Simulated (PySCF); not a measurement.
Stepwise substitution at one centre (Sn F-H). Isolated molecules, 0 K electronic values unless said otherwise. Strings in code marks are SMILES.

The four lowest singlet excitations (Tamm–Dancoff). Level of theory: PySCF with PBE-D3(BJ)/def2-TZVP // PBE0-D3(BJ)/def2-TZVP. Excitations are Tamm–Dancoff values on a coarser integration grid. The basis has no diffuse functions, so Rydberg states are missing or too high.

| state | energy (eV) | wavelength (nm) | oscillator strength |
|---|---|---|---|
| S1 | 6.44 | 193 | 0.000 |
| S2 | 6.61 | 188 | 0.005 |
| S3 | 6.61 | 188 | 0.005 |
| S4 | 6.72 | 185 | 0.101 |

Name which member gives these states.
A) `[F][SnH2][F]`
B) `[F][SnH3]`
C) `[F][SnH]([F])[F]`

C, `[F][SnH]([F])[F]`
